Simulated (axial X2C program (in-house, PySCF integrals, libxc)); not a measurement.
# WSi⁻ at several levels of theory

Calculated with an in-house all-electron X2C program for linear molecules (integrals from PySCF). Spin-free means the one-electron spin-free X2C Hamiltonian; two-component (2c) means X2C with spin–orbit coupling and atomic mean-field two-electron Coulomb and Gaunt terms, so the difference of the two also holds small scalar two-electron terms. Basis: W dyall-acv3z [14s15p10d7f4g], Si dyall-av3z [9s8p3d2f] (cores contracted in-house); Gaussian nuclei, density fitting, unrestricted open shells. Masses: W 183.951 u, Si 27.977 u.

The run was started with this input:
```json
{"zs": [74, 14], "q": -1, "bas": ["dyall-acv3z", "dyall-av3z"], "levels": ["PBE0", "HF", "B3LYP"], "cc": true, "r0": 2.53, "thr": -1.0, "nmax": 90, "npts": 10, "nst": 2, "ntry": 6}
```
```bash
python so2c.py task.json out
```

Keys: zs atomic numbers; q charge; bas basis sets; levels methods; cc coupled cluster on or off; r0 starting distance in Å; thr threshold in hartree for freezing inner shells (an s shell follows its p shell); nmax most natural virtual spinors; npts points on the curve; nst determinants followed; ntry starts of the search. HF also brings MP2.

State, spin-free: M_S = 3/2, Λ = 0 (beyond evenly filled blocks: σα, δ+α, δ-α); electrons by block: σα: 18, σβ: 17, π+α: 9, π+β: 9, π-α: 9, π-β: 9, δ+α: 4, δ+β: 3, δ-α: 4, δ-β: 3, φ+α: 1, φ+β: 1, φ-α: 1, φ-β: 1. Fragments: W + Si-.

State, 2c: Ω = 3/2 (⟨Sz⟩ = 1.47, ⟨Lz⟩ = 0.03 at PBE0); electrons by block: 1/2: 27, -1/2: 26, 3/2: 12, -3/2: 13, 5/2: 5, -5/2: 4, 7/2: 1, -7/2: 1. Fragments: W + Si-.

```csv
Hamiltonian,level,Re (Å),ωe (cm⁻¹),Be (cm⁻¹),αe (cm⁻¹),k (mdyn/Å),μ (D)
spin-free,PBE0,2.281,369.9,0.1334,0.000814,1.96,-6.32
spin-free,CCSD,2.324,341.1,0.1285,0.000814,1.67,n/a
spin-free,CCSD(T),2.299,364.6,0.1314,0.000763,1.9,n/a
spin-free,B3LYP,2.261,401.5,0.1358,0.000816,2.31,-5.55
2c,PBE0,2.282,368.2,0.1333,0.000812,1.94,-6.30
2c,B3LYP,2.264,397.7,0.1355,0.000815,2.26,-5.52
```

Correlated methods: 11 electrons correlated (number of frozen shells: W 5 s, 4 p, 2 d, 1 f; Si 2 s, 1 p), 335 virtual spin orbitals or spinors in MP2, 90 natural virtuals in coupled cluster.

Dipoles are positive if Si is the positive end and refer to the centre of mass.

The state is one determinant whose occupation by symmetry is held fixed; it was picked as the lowest of a PBE0 search that is not exhaustive. De is not given where an atomic determinant may have missed its ground term or J level, or where the truncated virtual space spoils (T). Density functionals use the spin component along the axis (collinear). CCSD and (T) use frozen natural virtuals with an MP2 correction for the truncation; (T) itself is uncorrected, so its De runs slightly low. Other states lie close and PBE0, whose exact exchange favours high spin, may order them wrongly; the determinant shown need not be the ground state. The nearest other spin-free determinant of the search, M_S = 1/2, Λ = 2, lies 0.77 eV up at the distance of the search. The functionals have no current-density term, which raises determinants with orbital currents, atoms included. With several unpaired electrons one determinant need not be a pure state. The highest occupied level of some functionals is positive through self-interaction error; at Hartree–Fock it is bound. This is the top spin component of a Σ state; components of lower Ω are not single determinants and can lie lower. The determinant is spin-polarised beyond a pure state at some levels (its spin-free form has ⟨S²⟩ too high), which makes Re and μ there less reliable. The T1 diagnostic is large, a sign of multireference character. With the outer-core shells frozen, correlated bond lengths of heavy atoms tend to come out a few hundredths of an ångström too long.

No reliable constants came from CCSD (2c), CCSD(T) (2c), HF (2c), HF (spin-free), MP2 (2c), MP2 (spin-free): no minimum in range, unconverged points, a curve that is not smooth, a change of character along it, or the two Hamiltonians disagreeing along it.

Rough cost a point (2c) on 1 thread(s) of a shared host, integrals apart: PBE0 2.3 s, B3LYP 2.4 s.

The whole task took 8.2 min on 1 thread of Intel(R) Xeon(R) Platinum 8124M CPU @ 3.00GHz (Skylake/Cascade Lake) (shared host).
